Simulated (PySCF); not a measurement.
# Computed vibrations of [Pm(SH)4]−

[Pm(SH)4]− (singlet in the valence; each metal's 4f electrons, 4 of them, lie in its core potential, out of spins and levels). PySCF 2.14.0, RKS PBE0, Pm lcecp-1-SVP with ECP50, S def2-SVP, H def2-SVP; non-relativistic Hamiltonian with scalar-relativistic core potentials where named; density fitting; no spin-orbit coupling. Central differences of gradients.

```xyz
9

Pm    0.0000    0.0000   -0.0001
S     1.7022    1.4712    1.5297
H     2.7315    1.0200    0.7730
S    -1.7022   -1.4712    1.5297
H    -2.7315   -1.0200    0.7730
S     1.4710   -1.7029   -1.5295
H     1.0173   -2.7312   -0.7733
S    -1.4710    1.7029   -1.5295
H    -1.0173    2.7312   -0.7733
```

Run from Python with OMP_NUM_THREADS=2. Where DIIS fails, smearing, a level shift and second-order steps follow.
It took 2.3 min on 2 threads of Intel(R) Xeon(R) 6975P-C (Granite Rapids) (shared host).

**Question.** What are the harmonic wavenumbers and infrared intensities?

**Answer.** Negative numbers are unstable modes, those under 60 cm⁻¹ near the noise; a finer grid moves soft modes by up to 10 cm⁻¹.
| cm⁻¹ | km/mol | symmetry |
| --- | --- | --- |
| 32 | 0.3 |  |
| 38 | 0.6 |  |
| 52 | 0.0 |  |
| 60 | 0.9 |  |
| 70 | 3.9 |  |
| 108 | 19.9 |  |
| 111 | 19.6 |  |
| 139 | 0.0 |  |
| 186 | 9.1 |  |
| 256 | 0.0 |  |
| 262 | 45.1 |  |
| 272 | 68.3 |  |
| 272 | 68.6 |  |
| 394 | 0.0 |  |
| 398 | 36.6 |  |
| 400 | 36.5 |  |
| 422 | 20.6 |  |
| 2686 | 7.0 |  |
| 2686 | 7.1 |  |
| 2687 | 4.0 |  |
| 2687 | 7.1 |  |

**Question.** Is this a minimum?

**Answer.** Yes, within the noise of the softest modes. Ideal gas at 298.15 K and 1 bar: S = 510.2 J/(mol K), Cp = 160.2 J/(mol K), H − H(0 K) = 36.0 kJ/mol (rigid rotor, harmonic modes, spin degeneracy alone, that of the 4f electrons in the core included; the modes under 60 cm⁻¹ make these uncertain).

An lcecp potential fixes the number of 4f electrons, so in runs with it no electron can move into or out of that shell.
